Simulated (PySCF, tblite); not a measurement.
Isomers of C4H14N2OSi2. Computed with GFN2-xTB (tblite): harmonic, unscaled wavenumbers at the GFN2-xTB geometry, gas phase. Against measured fundamentals such values can be off by several per cent, at times by over 20. Modes of hydrogen on silicon can be 10 to 20 % off. One conformer each.

Electronic energies: PBE0/pcSseg-1 single points on the GFN2-xTB geometries (PySCF, gas phase).

| SMILES | electronic energy, lowest = 0 (kJ/mol) |
| --- | --- |
| CCC[Si@H]1N[Si@H](OC)N1 | 84.4 |
| CN[Si@@H]1CC[Si@@H](OC)N1 | 133.8 |
| C=N[C@@H](C)[Si@](C)(O)[SiH2]N | 299.6 |
| C=C[Si@@H](O[SiH2]N)N(C)C | 188.9 |
| CO[Si@H]1N[Si@H](C(C)C)N1 | 90.4 |
| CN[Si@@H]1CC[Si@](C)(N)O1 | 0.0 |

**Question.** How do GFN2-xTB zero-point energies change the relative energies?

**Answer.** 
| SMILES | ZPE (kJ/mol) | of it from modes above 1550 cm⁻¹ | electronic (kJ/mol) | with ZPE, lowest = 0 (kJ/mol) | lowest mode (cm⁻¹) | rings |
| --- | --- | --- | --- | --- | --- | --- |
| CN[Si@@H]1CC[Si@](C)(N)O1 | 485.9 | 254.9 | 0.0 | 0.0 | 37 | 1 |
| CCC[Si@H]1N[Si@H](OC)N1 | 480.1 | 247.9 | 84.4 | 78.6 | 28 | 1 |
| CO[Si@H]1N[Si@H](C(C)C)N1 | 479.7 | 248.2 | 90.4 | 84.3 | 34 | 1 |
| CN[Si@@H]1CC[Si@@H](OC)N1 | 480.6 | 245.1 | 133.8 | 128.4 | 36 | 1 |
| C=C[Si@@H](O[SiH2]N)N(C)C | 465.1 | 252.8 | 188.9 | 168.0 | 14 | 0 |
| C=N[C@@H](C)[Si@](C)(O)[SiH2]N | 466.6 | 260.8 | 299.6 | 280.3 | 39 | 0 |

The zero-point energies span 20.8 kJ/mol, from `C=C[Si@@H](O[SiH2]N)N(C)C` to `CN[Si@@H]1CC[Si@](C)(N)O1`. The order is unchanged.

**Question.** And how do the electronic energies of GFN2-xTB itself compare?

**Answer.** `CN[Si@@H]1CC[Si@](C)(N)O1` 0.0; `CCC[Si@H]1N[Si@H](OC)N1` 30.6; `CO[Si@H]1N[Si@H](C(C)C)N1` 29.6; `CN[Si@@H]1CC[Si@@H](OC)N1` 49.4; `C=C[Si@@H](O[SiH2]N)N(C)C` 32.9; `C=N[C@@H](C)[Si@](C)(O)[SiH2]N` 268.4 kJ/mol, lowest = 0. Against the energies above, taken from the same isomer `CN[Si@@H]1CC[Si@](C)(N)O1`, the largest difference is 156.0 kJ/mol.

**Question.** What do entropy and thermal enthalpy add at 298.15 K and 1 bar (rigid rotor, harmonic oscillator, one conformer each)?

**Answer.** 
| SMILES | point group | symmetry number | S (J/(mol K)) | H − H(0) (kJ/mol) | ZPE + H − H(0) − TS (kJ/mol) |
| --- | --- | --- | --- | --- | --- |
| CN[Si@@H]1CC[Si@](C)(N)O1 | C1 | 1 | 480.6 | 38.14 | 380.8 |
| CCC[Si@H]1N[Si@H](OC)N1 | C1 | 1 | 499.0 | 39.00 | 370.4 |
| CO[Si@H]1N[Si@H](C(C)C)N1 | C1 | 1 | 494.4 | 39.06 | 371.4 |
| CN[Si@@H]1CC[Si@@H](OC)N1 | C1 | 1 | 483.0 | 37.64 | 374.2 |
| C=N[C@@H](C)[Si@](C)(O)[SiH2]N | C1 | 1 | 503.9 | 41.46 | 357.8 |

Not tabulated: `C=C[Si@@H](O[SiH2]N)N(C)C` (lowest mode only 14 cm⁻¹).
